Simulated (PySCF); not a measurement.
Two-component Hartree-Fock for S(2+) (sulfur, charge +2)

Start: [Ne] 3s2 3p2; 3p1/2 filled at m_j = -1/2, +1/2. Calculated with PySCF 2.14 in x2c-SVPall-2c (4s4p1d, 21 functions): generalised Hartree-Fock with the X2C-1e Hamiltonian and a Gaussian nucleus; one run each with spin-orbit coupling (SO) switched off, then screened by Boettger's factors.

```json
{"spinor shell": "1s1/2", "electrons": "2", "ε, spin-free (eV)": "-2536.6", "ε, screened SO (eV)": "-2536.5", "weight of nominal j (screened SO)": "1.000", "rms radius, screened SO (bohr)": "0.112"}
{"spinor shell": "2s1/2", "electrons": "2", "ε, spin-free (eV)": "-272.03", "ε, screened SO (eV)": "-272.01", "weight of nominal j (screened SO)": "1.000", "rms radius, screened SO (bohr)": "0.516"}
{"spinor shell": "2p1/2", "electrons": "2", "ε, spin-free (eV)": "-207.54", "ε, screened SO (eV)": "-208.95", "weight of nominal j (screened SO)": "0.834", "rms radius, screened SO (bohr)": "0.488"}
{"spinor shell": "3s1/2", "electrons": "2", "ε, spin-free (eV)": "-45.270", "ε, screened SO (eV)": "-45.263", "weight of nominal j (screened SO)": "0.999", "rms radius, screened SO (bohr)": "1.71"}
{"spinor shell": "3p1/2", "electrons": "2", "ε, spin-free (eV)": "-34.511", "ε, screened SO (eV)": "-34.528", "weight of nominal j (screened SO)": "0.520", "rms radius, screened SO (bohr)": "1.96"}
```

Problem. Where does 2p3/2 lie, and what is the 2p spin-orbit splitting (screened SO)?

Solution. At -206.81 eV, 2.142 eV above 2p1/2.

```
   quantity   spin-free  screened SO
E (hartree)  -397.25639   -397.25824
        M_J           0            0
       ⟨J²⟩       2.008        1.898
       ⟨L²⟩       2.006        2.006
       ⟨S²⟩       2.002        2.001
```

The determinant has a definite M_J but mixes levels of different J.

Each row is a mean over spinors that exchange with the open shell spreads, by up to 6.527 eV (3s1/2).

Rows whose weight is well below 1 are mixtures of j = l ± 1/2: exchange outweighs spin-orbit coupling there, and the label is only the starting occupation.

Without spin-orbit coupling the j labels of p, d and f shells carry no meaning; the spin-free column gives the mean over the occupied spinors of each nl shell.
